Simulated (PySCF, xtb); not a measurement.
ReO2F3, SMILES [O]=[Re](=[O])([F])([F])[F], multiplicity 1.

GFN2-xTB (xtb 6.7.1) at its own geometry gives an orbital gap of 3.31 eV and a dipole moment of 1.76 D.

Geometry optimised at B3LYP-D3(BJ)/def2-SVP. The multiplicity is an assumed one; other spin states were not compared. The def2 effective core potentials stand for the cores of Re; spin–orbit coupling is left out.

Question: What does PBE/def2-TZVP in PySCF give? (The exact figures need the calculation; the answer reports its results.)

Answer: gap 3.98 eV (levels -9.42 and -5.43 eV), dipole 0.26 D.
